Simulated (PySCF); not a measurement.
Compound: C₄H₆OSSi.
Bonds: Si1–S2, S2–C3, C3–C4 (aromatic), C4–C5 (aromatic), C5–C6 (aromatic), C6–O7 (aromatic), C3–O7 (aromatic). Hydrogens: H8, H9, H10 on Si1; H11 on C4; H12 on C5; H13 on C6.

The same species was optimised twice, with GFN2-xTB and with PBE0-D3(BJ)/def2-SVP (PySCF), and the same property calculations (PySCF, gas phase) were run on both structures.

```json
{"coordinate": "S2–C3 (Å)", "GFN2-xTB": "1.736", "PBE0-D3(BJ)/def2-SVP": "1.751", "change": "+0.015"}
{"coordinate": "C4–C5 (Å)", "GFN2-xTB": "1.418", "PBE0-D3(BJ)/def2-SVP": "1.431", "change": "+0.013"}
{"coordinate": "Si1–S2 (Å)", "GFN2-xTB": "2.166", "PBE0-D3(BJ)/def2-SVP": "2.160", "change": "-0.006"}
{"coordinate": "C6–O7 (Å)", "GFN2-xTB": "1.354", "PBE0-D3(BJ)/def2-SVP": "1.357", "change": "+0.003"}
{"coordinate": "C3–C4 (Å)", "GFN2-xTB": "1.364", "PBE0-D3(BJ)/def2-SVP": "1.367", "change": "+0.003"}
{"coordinate": "C5–C6 (Å)", "GFN2-xTB": "1.358", "PBE0-D3(BJ)/def2-SVP": "1.360", "change": "+0.002"}
{"coordinate": "C3–O7 (Å)", "GFN2-xTB": "1.349", "PBE0-D3(BJ)/def2-SVP": "1.350", "change": "+0.001"}
{"coordinate": "Si1–S2–C3 (°)", "GFN2-xTB": "95.9", "PBE0-D3(BJ)/def2-SVP": "100.2", "change": "+4.3"}
{"coordinate": "S2–C3–O7 (°)", "GFN2-xTB": "117.3", "PBE0-D3(BJ)/def2-SVP": "118.3", "change": "+1.0"}
{"coordinate": "C3–O7–C6 (°)", "GFN2-xTB": "106.8", "PBE0-D3(BJ)/def2-SVP": "107.7", "change": "+0.9"}
{"coordinate": "S2–C3–C4 (°)", "GFN2-xTB": "132.0", "PBE0-D3(BJ)/def2-SVP": "131.4", "change": "-0.6"}
{"coordinate": "C4–C3–O7 (°)", "GFN2-xTB": "110.7", "PBE0-D3(BJ)/def2-SVP": "110.2", "change": "-0.5"}
{"coordinate": "C5–C6–O7 (°)", "GFN2-xTB": "110.3", "PBE0-D3(BJ)/def2-SVP": "109.9", "change": "-0.4"}
{"coordinate": "C3–C4–C5 (°)", "GFN2-xTB": "105.6", "PBE0-D3(BJ)/def2-SVP": "105.7", "change": "+0.1"}
{"coordinate": "C4–C5–C6 (°)", "GFN2-xTB": "106.5", "PBE0-D3(BJ)/def2-SVP": "106.4", "change": "-0.1"}
{"coordinate": "Si1–S2–C3–C4 (°)", "GFN2-xTB": "-179", "PBE0-D3(BJ)/def2-SVP": "180", "change": "-1"}
```

Rotational constants: A = 4249, B = 1310, C = 1013 MHz (GFN2-xTB) against A = 4364, B = 1228, C = 969.4 MHz (PBE0-D3(BJ)/def2-SVP). Point groups within 0.08 Å: Cs and Cs.

On the GFN2-xTB structure: lowest singlet, TDDFT (eV) 5.08 [CAM-B3LYP/def2-SVPD]; lowest triplet, Tamm–Dancoff (eV) 3.68 [CAM-B3LYP/def2-SVPD]; isotropic polarisability (au) 94.9 [CAM-B3LYP/def2-SVPD]; HOMO (eV) -7.21 [CAM-B3LYP/def2-SVPD]; LUMO (eV) 0.79 [CAM-B3LYP/def2-SVPD]; dipole (D) 1.31 [CAM-B3LYP/def2-SVPD]; HOMO (eV) -6.00 [PBE0/pcSseg-1]; LUMO (eV) 0.08 [PBE0/pcSseg-1]; dipole (D) 1.43 [PBE0/pcSseg-1]; GIAO shielding of Si1 (ppm) 409.7 [PBE0/pcSseg-1]; GIAO shielding of S2 (ppm) 626.8 [PBE0/pcSseg-1]; GIAO shielding of C3 (ppm) 34.8 [PBE0/pcSseg-1]; GIAO shielding of C4 (ppm) 73.8 [PBE0/pcSseg-1]; GIAO shielding of C5 (ppm) 66.9 [PBE0/pcSseg-1]; GIAO shielding of C6 (ppm) 40.3 [PBE0/pcSseg-1]; GIAO shielding of O7 (ppm) 29.3 [PBE0/pcSseg-1].

What do these properties become on the PBE0-D3(BJ)/def2-SVP structure?

| property | level | on GFN2-xTB | on PBE0-D3(BJ)/def2-SVP | change |
| --- | --- | --- | --- | --- |
| lowest singlet, TDDFT (eV) | CAM-B3LYP/def2-SVPD | 5.08 | 5.13 | +0.05 |
| lowest triplet, Tamm–Dancoff (eV) | CAM-B3LYP/def2-SVPD | 3.68 | 3.72 | +0.04 |
| isotropic polarisability (au) | CAM-B3LYP/def2-SVPD | 94.9 | 97.3 | +2.4 |
| HOMO (eV) | CAM-B3LYP/def2-SVPD | -7.21 | -7.33 | -0.12 |
| LUMO (eV) | CAM-B3LYP/def2-SVPD | 0.79 | 0.78 | -0.01 |
| dipole (D) | CAM-B3LYP/def2-SVPD | 1.31 | 1.18 | -0.13 |
| energy, GFN2-xTB geometry as zero (kcal/mol) | CAM-B3LYP/def2-SVPD | 0.0 | -2.5 | -2.5 |
| HOMO (eV) | PBE0/pcSseg-1 | -6.00 | -6.13 | -0.13 |
| LUMO (eV) | PBE0/pcSseg-1 | 0.08 | 0.05 | -0.03 |
| dipole (D) | PBE0/pcSseg-1 | 1.43 | 1.26 | -0.17 |
| energy, GFN2-xTB geometry as zero (kcal/mol) | PBE0/pcSseg-1 | 0.0 | -2.3 | -2.3 |
| GIAO shielding of Si1 (ppm) | PBE0/pcSseg-1 | 409.7 | 407.5 | -2.2 |
| GIAO shielding of S2 (ppm) | PBE0/pcSseg-1 | 626.8 | 614.0 | -12.8 |
| GIAO shielding of C3 (ppm) | PBE0/pcSseg-1 | 34.8 | 35.3 | +0.5 |
| GIAO shielding of C4 (ppm) | PBE0/pcSseg-1 | 73.8 | 71.3 | -2.5 |
| GIAO shielding of C5 (ppm) | PBE0/pcSseg-1 | 66.9 | 65.7 | -1.2 |
| GIAO shielding of C6 (ppm) | PBE0/pcSseg-1 | 40.3 | 38.5 | -1.8 |
| GIAO shielding of O7 (ppm) | PBE0/pcSseg-1 | 29.3 | 26.7 | -2.6 |

The heavy atoms differ by 0.062 Å rms after alignment. Among bonds between heavy atoms S2–C3 changes most (+0.015 Å). Changes are differences of the printed values. Neither structure is proved a minimum here.

Conformer computed: `[SiH3:1][S:2][c:3]1[cH:4][cH:5][cH:6][o:7]1`: Si1–S2–C3–C4 180°.
